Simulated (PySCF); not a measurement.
C₄H₇ClF₂Si.
InChI=1S/C4H7ClF2Si/c5-2-1-3-8-4(6)7/h1-2,4H,3,8H2/b2-1+

Method: TDDFT PBE0/def2-SVPD, vertical, gas phase, core orbitals frozen in the response (PySCF). One conformer (not necessarily the lowest) at the GFN2-xTB geometry, without solvent, vibrations or thermal averaging. Torsions of this conformer, `[F:1][CH:2]([F:3])[SiH2:4][CH2:5]/[CH:6]=[CH:7]/[Cl:8]`: F1–C2–Si4–C5 -57°, C2–Si4–C5–C6 -60°, Si4–C5–C6–C7 104°.

Orbital energies (eV): HOMO-3 -10.03, HOMO-2 -9.07, HOMO-1 -8.70, HOMO -7.27, LUMO -0.57, LUMO+1 0.07, LUMO+2 0.54.

Lowest singlets, with some entries withheld (?).

```tsv
state	E (eV)	f	main configurations (H = HOMO, L = LUMO)
S1	6.08	0.344	?
S2	6.22	0.0080	?
S3	6.75	0.0020	H→L+2 (87%)
S4	?	?	H→L+3 (66%), H→L+5 (12%), H→L+4 (9%)
S5	7.00	?	H-2→L (96%)
S6	7.09	0.012	H-1→L (95%)
S7	?	0.0016	H→L+5 (62%), H→L+4 (31%)
S8	7.32	?	?
```

Question: Supply the missing values.

Answer: 
- S1: H→L (93%)
- S2: H→L+1 (85%)
- S4: E = 6.85 eV; f = 0.0094
- S5: f = 0.0013
- S7: E = 7.16 eV
- S8: f = 0.028; H→L+4 (45%), H→L+3 (22%), H→L+5 (16%)

Question: What is the mean static polarisability from the same response equations?

Answer: 92.4 au (13.69 Å³), with principal values 76.5, 81.7 and 119.0 au.

Question: Where do the lowest triplets lie (Tamm–Dancoff)?

Answer: T1 3.96 eV, H→L (90%); T2 5.89 eV, H→L+1 (65%), H→L+3 (13%); T3 6.48 eV, H→L+3 (40%), H→L+1 (28%). E(S1) − E(T1) = +2.13 eV.

Question: How far apart are S4 and S6, in eV and cm⁻¹?

Answer: 7.087 − 6.852 = 0.235 eV, or about 1890 cm⁻¹.
